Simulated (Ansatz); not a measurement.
Input for Ansatz (a quantum-chemistry and plane-wave program):
Ansatz 0.2 input:
```yaml
crystal:
  periodic: [false, false, false]
  atoms:
    - {symbol: B, position_ang: [-0.65587946, 0.14196566, 0.01662518]}
    - {symbol: N, position_ang: [0.60502837, -0.19409535, -0.01952649]}
    - {symbol: H, position_ang: [-1.52568697, -0.65179993, -0.02650347]}
    - {symbol: H, position_ang: [-1.00555975, 1.27397698, 0.09559561]}
    - {symbol: H, position_ang: [1.57544545, 0.02666206, -0.01553258]}
basis:
  gaussian:
    orbitals: 6-31G*
magnetization: {spin_polarized: true, initial_magnetization: 3}
correlation: {method: mp2}
```

**Question.** What does this run give for the number of basis functions, SCF-reference <S^2>?

**Answer.** 
The number of basis functions is 36 and the SCF-reference <S^2> comes out as 3.777.
